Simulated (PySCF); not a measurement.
Energy landscape of C2H6Be, singlet: bend at the central Be, local threefold symmetry of each CH3 group. Scanned: C-Be-C angle. Other coordinates (Be-C length, H-C-Be angle, C-H length) were minimised at B3LYP/def2-TZVP.

Computed with M06-2X/def2-TZVP in PySCF.

Scanned values (°): 180, 172.50, 165, 157.50, 150, 142.50, 135, 127.50, 120, 112.50, 105, 97.50, 90.

Problem. At which scan points does the profile have its minima and maxima, and how high do they lie?

Solution. Lower than their neighbours: 180° (0.0 kJ/mol, end of the scan). Higher than their neighbours: 90° (243.9 kJ/mol, end of the scan). The whole profile spans 243.9 kJ/mol.
